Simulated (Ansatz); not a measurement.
ZnF2⁺ was relaxed with B3LYP-D4 (def2-TZVP) in Ansatz in these states: charge +1 doublet, charge +1 quartet. The geometries follow in no particular order.

A:

```xyz
3

Zn    0.000    0.000    0.000
F    -0.602    1.125    1.240
F     0.602   -1.125   -1.240
```

B:

```xyz
3

Zn    0.012    0.020    0.015
F    -2.017    1.520   -0.445
F     2.005   -1.540    0.430
```

Q: Judge from the bond lengths which geometry belongs to which state (an estimate).

A: A is the charge +1 doublet (Zn1–F3 1.779 Å, Zn1–F2 1.779 Å); B is the charge +1 quartet (Zn1–F3 2.565 Å, Zn1–F2 2.565 Å).

The charge +1 quartet has come apart into loosely held pieces.
